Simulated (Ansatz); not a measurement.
Basis-set series for CH$_{4}$FISi (`C[SiH](F)I`). The species carries charge 0 and has multiplicity 1. I takes the def2 core potential. The geometry is a stationary point of PBE0-D4/def2-TZVP.

| functional | basis | functions | energy (Eh) | HOMO (eV) | LUMO (eV) |
| --- | --- | --- | --- | --- | --- |
| PBE0-D4 | def2-TZVPP | 210 | -727.50034 | -7.75 | -0.16 |
| PBE0-D4 | def2-QZVPP | 386 | -727.51958 | -7.77 | -0.26 |
| ωB97M-V | def2-TZVPP | 210 | -727.66143 | -9.88 | 1.68 |
| ωB97M-V | def2-QZVPP | 386 | -727.67953 | -9.90 | 1.37 |

**Question.** Give the rows for def2-SVP. (Estimate.)

**Answer.** Computed: 
```
functional     basis  functions  energy (Eh)  HOMO (eV)  LUMO (eV)
   PBE0-D4  def2-SVP         92   -727.20994      -7.68       0.04
   ωB97M-V  def2-SVP         92   -727.36436      -9.79       2.04
```

Positive LUMOs are unbound and depend on the basis.
